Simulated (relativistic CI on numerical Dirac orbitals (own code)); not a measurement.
## Hf XXXIV: sensitivity of the levels to the model

Base calculation: Dirac-Coulomb-Breit CI, KLI orbitals optimised for each configuration, QED by a radiative potential, unscaled Slater integrals.

Configuration list (outside the closed core [Ar] 3d10): 4s2 4p6 4d3, 4s2 4p5 4d4, 4s2 4p6 4d2 4f, 4s 4p6 4d4, 4s2 4p5 4d3 4f, 4s 4p6 4d3 4f, 4s2 4p6 4d2 5s, 4s2 4p6 4d 4f 5s, 4s2 4p6 4d2 5p, 4s2 4p6 4d2 5d, 4s2 4p5 4d3 5s, 4p6 4d4 4f, 4s2 4p6 4d2 5f, 4s2 4p5 4d3 5p, 4s2 4p6 4d 5s 5p, 4s2 4p6 4d2 5g, 4s 4p6 4d2 4f 5s, 4s 4p6 4d3 5s, 4s2 4p6 4d2 6s, 4s2 4p6 4d2 6p, 4s2 4p6 4d2 6f, 4s2 4p6 4d2 7p, 4s2 4p6 4d 4f2, 4s2 4p6 4f3, 4s2 4p5 4d 4f3, 4s 4p6 4d 4f3, 4s2 4p6 4f2 5s, 4s2 4p6 4d 5s2, 4s2 4p6 4f 5s2, 4s2 4p5 4d 4f 5s2, 4s 4p6 4d 4f 5s2, 4s2 4p6 4d 5p2, 4s2 4p6 4f 5p2, 4s2 4p5 4d 4f 5p2, 4s 4p6 4d 4f 5p2, 4s2 4p6 5s 5p2. Double excitations out of closed p, d and f shells are left out; levels of such configurations are missing from the list, as are those of other unlisted configurations, and high levels can miss mixing partners. These lack a partner that the ground configuration has and come out too high: 4s2 4p6 4d2 5p, 4s2 4p6 4d2 5d, 4s2 4p5 4d3 5s, 4s2 4p6 4d2 5f, 4s2 4p5 4d3 5p.

The lowest level and the first level of each name with at least 55 % of one term (blank where a level has no safe partner in the second run):

| Level | Base (cm⁻¹) | Shift (cm⁻¹) |
| --- | --- | --- |
| 4s2 4p6 4d3 4F_3/2 | 0 | 0 |
| 4s2 4p6 4d3 4F_5/2 | 99244 | +2801 |
| 4s2 4p6 4d3 4P_1/2 | 135576 | +2729 |
| 4s2 4p6 4d3 4F_7/2 | 229585 | +5633 |
| 4s2 4p6 4d3 2P_1/2 | 266304 | +5453 |
| 4s2 4p6 4d3 2H_11/2 | 272728 | +6735 |
| 4s2 4p6 4d3 2F_7/2 | 300485 | +5986 |
| 4s2 4p6 4d3 2D_3/2 | 355986 | +5777 |
| 4s2 4p5 4d4 4I°_15/2 | 1483411 | +11041 |

At this charge energies of transitions that change n are usually good to better than 1 %, and those within a shell (Δn = 0) to a few per cent. Terms inside the open d or f shell come out 10 to 20 % too wide with unscaled integrals.

**Question.** One thing was changed in a second run, which moved the levels as shown. Which?
A. Breit term removed
B. configuration mixing switched off
C. non-relativistic limit
D. QED terms removed

**Answer.** A. Breit term removed. The Breit term mainly narrows fine-structure intervals, so removing it widens them.

LS names give the leading component of a level, which can be under half, so a name can repeat, a term be missing and a line seem to break the LS rules.
